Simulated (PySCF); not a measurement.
Compound: B₃H₃O₃.
Geometry (PBE0-D3(BJ)/def2-SVP, Å), atoms numbered from 1 in this order:
```xyz
9
B3H3O3 angstrom
B      1.310   -0.673   -0.241
O      0.176   -1.418   -0.051
B     -1.016   -0.811    0.250
O     -1.065    0.554    0.368
B      0.063    1.311    0.184
O      1.247    0.691   -0.118
H      2.351   -1.210   -0.513
H     -2.009   -1.470    0.408
H      0.013    2.507    0.287
```

Jobs on this species (9 atoms, 42 electrons) with PySCF (density fitting). Hardware of each: one thread of an Arm Neoverse V1, shared host. Other jobs ran on the host; a repeat could differ by tens of per cent or more. Peak memory is the resident size of the whole Python process, interpreter and libraries included.

Problem. Rank these jobs by wall time, shortest first.
A. delta-SCF UKS PBE, pcX-2 on the ionised atom, pcseg-1 elsewhere, spin-free X2C; ΔSCF core ionisation, 2 holes; 130 basis functions
B. delta-SCF UKS PBE0, pcX-2 on the ionised atom, pcseg-1 elsewhere, spin-free X2C; ΔSCF core ionisation, 2 holes; 130 basis functions
C. PBE0-D3(BJ)/def2-SVP, grid level 1; geometry optimisation from a GFN2-xTB start shaken at random; 99 basis functions

Solution. A (5.8 s), B (9.8 s), C (19 s).

All jobs:

```json
{"level and settings": "delta-SCF UKS HF, pcX-2 on the ionised atom, pcseg-1 elsewhere, spin-free X2C", "work": "ΔSCF core ionisation, 2 holes", "basis functions": "130", "SCF cycles": "28", "wall time": "5.3 s", "peak memory": "0.41 GiB"}
{"level and settings": "delta-SCF UKS PBE, pcX-2 on the ionised atom, pcseg-1 elsewhere, spin-free X2C", "work": "ΔSCF core ionisation, 2 holes", "basis functions": "130", "SCF cycles": "33", "wall time": "5.8 s", "peak memory": "0.41 GiB"}
{"level and settings": "delta-SCF UKS SCAN, pcX-1 on the ionised atom, pcseg-1 elsewhere, spin-free X2C", "work": "ΔSCF core ionisation, 2 holes", "basis functions": "109", "SCF cycles": "36", "wall time": "8.1 s", "peak memory": "0.41 GiB"}
{"level and settings": "delta-SCF UKS SCAN, def2-TZVP on the ionised atom, pcseg-1 elsewhere, spin-free X2C", "work": "ΔSCF core ionisation, 2 holes", "basis functions": "116", "SCF cycles": "36", "wall time": "9.2 s", "peak memory": "0.41 GiB"}
{"level and settings": "delta-SCF UKS PBE0, pcX-2 on the ionised atom, pcseg-1 elsewhere, spin-free X2C", "work": "ΔSCF core ionisation, 2 holes", "basis functions": "130", "SCF cycles": "31", "wall time": "9.8 s", "peak memory": "0.48 GiB"}
{"level and settings": "delta-SCF UKS SCAN, pcX-2 on the ionised atom, pcseg-1 elsewhere, non-relativistic", "work": "ΔSCF core ionisation, 2 holes", "basis functions": "130", "SCF cycles": "36", "wall time": "9.8 s", "peak memory": "0.41 GiB"}
{"level and settings": "delta-SCF UKS SCAN, pcX-2 on the ionised atom, pcseg-1 elsewhere, spin-free X2C", "work": "ΔSCF core ionisation, 2 holes", "basis functions": "130", "SCF cycles": "36", "wall time": "10 s", "peak memory": "0.41 GiB"}
{"level and settings": "delta-SCF UKS B3LYP, pcX-2 on the ionised atom, pcseg-1 elsewhere, spin-free X2C", "work": "ΔSCF core ionisation, 2 holes", "basis functions": "130", "SCF cycles": "31", "wall time": "10 s", "peak memory": "0.49 GiB"}
{"level and settings": "PBE0-D3(BJ)/def2-SVP, grid level 1", "work": "geometry optimisation from a GFN2-xTB start shaken at random", "basis functions": "99", "SCF cycles": "36", "wall time": "19 s", "peak memory": "0.41 GiB"}
```

Problem. What do all jobs in the table cost together?

Solution. About 87 s; the longest takes about 22 % of that, and about 3.6 times as long as the shortest.
